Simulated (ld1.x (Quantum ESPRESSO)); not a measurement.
# Transferability test, TM potential for C (Z = 6)

C (Z = 6), norm-conserving Troullier–Martins (Kleinman–Bylander form), made with ld1.x (Quantum ESPRESSO) 7.5 (Wu–Cohen, scalar-relativistic). Core [He], reference 2s2 2p2. Waves: 2p (bound): rc 2.50 bohr; 2s (bound): rc 1.00 bohr. Local part: the s channel. Core correction: none.

Energies are relative to the spin-unpolarised reference configuration 2s2 2p2; without spin polarisation the order of configurations can differ from experiment.

```tsv
valence configuration	charge	ΔE all-electron (eV)	error AE − PS (meV)
2s2 2p1	+1	10.816	+62
2s2 2p0	+2	34.888	+561
2s1 2p2	+1	19.533	-64
2s0 2p4	0	16.882	-43
2s2 2p1.5	+0.5	3.942	+8.9
2s2 2p2.3	-0.3	-1.145	+0.9
```

Problem. What are ΔE and the potential's error for 2s1 2p0?

Solution. ΔE = 82.933 eV all-electron; the error (AE − PS) is +1137 meV.
